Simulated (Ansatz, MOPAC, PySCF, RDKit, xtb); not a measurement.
Pair of molecules: GeH4O2 (SMILES [OH][GeH2][OH]) (first 7 atoms) with CH4 (SMILES C); geometry from B3LYP-D3(BJ)/def2-TZVP, rigid monomers moved along the line of their centres of mass till H7···C8 is 2.42 Å.
(charge 0, multiplicity 1):
```xyz
12

O      1.00359    -0.95433    -0.00969
Ge    -0.47691     0.02249    -0.24237
O     -0.30373     1.59505     0.58344
H      1.78806    -0.53920    -0.38304
H     -0.67766     0.40253    -1.71475
H     -1.57731    -0.84070     0.38618
H     -0.19936     1.50039     1.53633
C      0.33796    -0.10091     3.27011
H      0.51022    -0.64222     4.19904
H      0.80735     0.88080     3.34238
H      0.77051    -0.65477     2.43814
H     -0.73687     0.01067     3.12323
```

Interaction energies are E(AB) − E(A) − E(B) at the monomers' geometry in the complex; basis-set methods are counterpoise corrected. Rows marked so take none. RDKit's UFF carries no charges.

Cores are frozen in the correlated methods. Filled d and f shells under p-block atoms count as core. Rows in 3-21G, 6-31G* carry no dispersion term and start afresh at each structure (6-31G* with six Cartesian d functions); the Pople sets are all-electron and without relativity. MP2/6-31G* freezes PySCF's default core, which leaves 3d correlated. The state reached by AM1 isn't checked.

The values were computed with Ansatz (Gaussian orbitals); MOPAC for AM1 (differences of heats of formation); PySCF for 3-21G rows, 6-31G* rows; RDKit for the force fields; xtb for the GFN methods. Each number belongs to the level named beside it.

```csv
level,interaction energy (kcal/mol)
UFF,3.56
AM1,-1.52
GFN1-xTB,-0.52
GFN2-xTB,-1.14
HF/3-21G (no counterpoise),-1.12
HF/6-31G*,2.25
B3LYP/def2-TZVPPD,1.15
MP2/6-31G* (no counterpoise),-1.34
CCSD(T)/aug-cc-pVDZ,[?]
```

Complete the blanks.


- CCSD(T)/aug-cc-pVDZ, interaction energy (kcal/mol): -0.45

Ansatz is a quantum-chemistry and plane-wave program.
